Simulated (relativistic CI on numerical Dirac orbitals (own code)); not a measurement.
# Ligand-field terms of d5

Computed with a parametric ligand-field model of a d^n configuration (Racah B and C, spin-orbit zeta, crystal field), exact diagonalisation.

Field parameters in Wybourne normalisation: Oh B⁴₀ = 21Dq, B⁴₄ = √(5/14) B⁴₀. The field is a parameter set, without covalency.

B = 420 cm⁻¹, C = 2140 cm⁻¹ (C/B = 5.10), Oh, no spin-orbit coupling. Tanabe-Sugano data, E/B above the lowest term (Δ = |10Dq|; b, c mark the second and third term of a kind):

| Δ/B | 6A1 | 4T1 | 4T2 | 4T2(b) | 2T2 | 2A2 |
| --- | --- | --- | --- | --- | --- | --- |
| 1.0 | 0.00 | 35.36 | 35.46 | 42.44 | 51.61 | 51.68 |
| 3.0 | 0.00 | 34.52 | 35.30 | 42.16 | 50.39 | 51.03 |
| 5.0 | 0.00 | 33.17 | 34.96 | 41.67 | 48.09 | 49.90 |
| 7.0 | 0.00 | 31.57 | 34.41 | 41.10 | 45.12 | 48.48 |
| 9.0 | 0.00 | 29.84 | 33.63 | 40.55 | 41.80 | 46.88 |
| 11.0 | 0.00 | 28.04 | 32.60 | 40.08 | 38.31 | 45.16 |
| 13.0 | 0.00 | 26.19 | 31.36 | 39.72 | 34.71 | 43.38 |
| 15.0 | 0.00 | 24.32 | 29.95 | 39.45 | 31.04 | 41.55 |
| 17.0 | 0.00 | 22.42 | 28.41 | 39.25 | 27.33 | 39.68 |
| 19.0 | 0.00 | 20.50 | 26.77 | 39.11 | 23.58 | 37.79 |
| 21.0 | 0.00 | 18.58 | 25.06 | 38.99 | 19.80 | 35.88 |
| 23.0 | 0.00 | 16.64 | 23.30 | 38.91 | 16.00 | 33.96 |
| 25.0 | 0.00 | 14.69 | 21.49 | 38.84 | 12.18 | 32.02 |
| 27.0 | 0.00 | 12.74 | 19.66 | 38.79 | 8.34 | 30.08 |
| 29.0 | 0.00 | 10.79 | 17.80 | 38.75 | 4.49 | 28.13 |
| 31.0 | 0.00 | 8.82 | 15.92 | 38.72 | 0.63 | 26.17 |
| 33.0 | 3.25 | 10.11 | 17.28 | 41.93 | 0.00 | 27.46 |
| 35.0 | 7.13 | 12.02 | 19.25 | 45.79 | 0.00 | 29.38 |
| 37.0 | 11.02 | 13.94 | 21.23 | 49.67 | 0.00 | 31.30 |
| 39.0 | 14.92 | 15.87 | 23.20 | 53.55 | 0.00 | 33.23 |
| 41.0 | 18.83 | 17.80 | 25.17 | 57.44 | 0.00 | 35.16 |
| 43.0 | 22.74 | 19.73 | 27.15 | 61.34 | 0.00 | 37.09 |
| 45.0 | 26.66 | 21.67 | 29.12 | 65.25 | 0.00 | 39.03 |
| 47.0 | 30.58 | 23.61 | 31.09 | 69.16 | 0.00 | 40.97 |

The ground term changes from 6A1 to 2T2 between Δ/B = 31.0 and 33.0.
